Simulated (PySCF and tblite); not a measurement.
The numbers below are computed, except where a source is named.
2 diastereomers of C6H11FO, numbered alike:

| isomer | SMILES | descriptors (one enantiomer) |
| --- | --- | --- |
| A | [CH3:1][C@@H:2]1[CH2:3][CH2:4][C@H:5]([F:6])[CH2:7][O:8]1 | 2R, 5S |
| B | [CH3:1][C@H:2]1[CH2:3][CH2:4][C@H:5]([F:6])[CH2:7][O:8]1 | 2S, 5S |

Each isomer is a Boltzmann average at 298.15 K over at most 3 conformers: GFN2-xTB geometries, energies B3LYP/def2-SVP (IEF-PCM, benzene) (D3(BJ) added where defined), GFN2-xTB thermal terms. Programs: PySCF with density fitting and tblite.

Equilibrium rotational constants and dipole components of each isomer's leading conformer, in random order:

```json
{"set": "P", "A (MHz)": "4415", "B (MHz)": "1381", "C (MHz)": "1125", "abs μa": "1.38", "abs μb": "1.32", "abs μc (D)": "0.23"}
{"set": "Q", "A (MHz)": "3532", "B (MHz)": "1595", "C (MHz)": "1358", "abs μa": "0.31", "abs μb": "1.22", "abs μc (D)": "2.32"}
```

Question: Match sets and isomers.

Answer: P is B (C1), Q is A (C1).

The whole study took 9.2 min on 1 thread of Arm Neoverse V1, on a host shared with other jobs (rough), peak memory 1.2 GiB, launched as `OMP_NUM_THREADS=1 python ens_run.py task.json out`.
